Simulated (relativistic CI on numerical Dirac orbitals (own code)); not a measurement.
Au65+: sensitivity of the levels to the model

Base calculation: Dirac-Coulomb-Breit CI, KLI orbitals optimised for each configuration, QED by a radiative potential, unscaled Slater integrals.

CI space (outside the closed core [Ne]): 3s²3p², 3s²3p3d, 3s3p³, 3s²3d², 3p⁴, 3s3p²3d, 3p²3d², 3s3p3d², 3p³3d, 3s²3d4s, 3s²3d4p, 3s3p3d4s, 3p³4s, 3s²3p4s, 3s3p3d4p, 3p³4p, 3s²3p4p, 3p²3d4s, 3s²3p4d, 3s²3p4f, 3p²3d4p, 3s3p²4s, 3s3p²4p, 3s3p²4d, 3s3p²4f, 3s²4s², 3s²3p5s, 3s²3p5p, 3s²4s4p, 3s²3p5d, 3s²3p5f, 3s²3p5g, 3s²4p², 3s3p4s², 3s3p4s4p, 3s3p²5s. Levels of other configurations are missing.

The lowest level and the first level of each name with at least 55 % of one term (blank where a level has no safe partner in the second run):

```
       Level  Base (eV)  Shift (eV)
  3s²3p² ³P0       0.00        0.00
  3s²3p² ³P1     479.84       +0.30
  3s²3p² ¹D2     489.92       +0.80
3s²3p3d ³F°2     719.10       -1.45
  3s²3p² ³P2     977.74       +2.96
  3s²3p² ¹S0    1000.08       +4.48
  3s3p³ ³D°3    1158.04       -1.12
  3s3p³ ³P°0    1170.02       +0.14
3s²3p3d ³P°0    1247.87       +0.93
3s²3p3d ³F°4    1323.32       +0.27
3s²3p3d ³D°3    1358.84       +1.93
 3s3p²3d ⁵D0    1367.00            
3s²3p3d ¹P°1    1370.53       +1.12
 3s3p²3d ³G5    1502.36
```

At this charge energies of transitions that change n are usually good to better than 1 %, and those within a shell (Δn = 0) to a few per cent.

One thing was changed in a second run, which moved the levels as shown. Which?
A. QED terms removed
B. valence Slater integrals scaled by 0.9
C. Breit term removed
D. only the first 3 configurations

D. Only the first 3 configurations. With fewer configurations the levels that remain lose their mixing partners.

LS names give the leading component of a level, which can be under half, so a name can repeat, a term be missing and a line seem to break the LS rules.
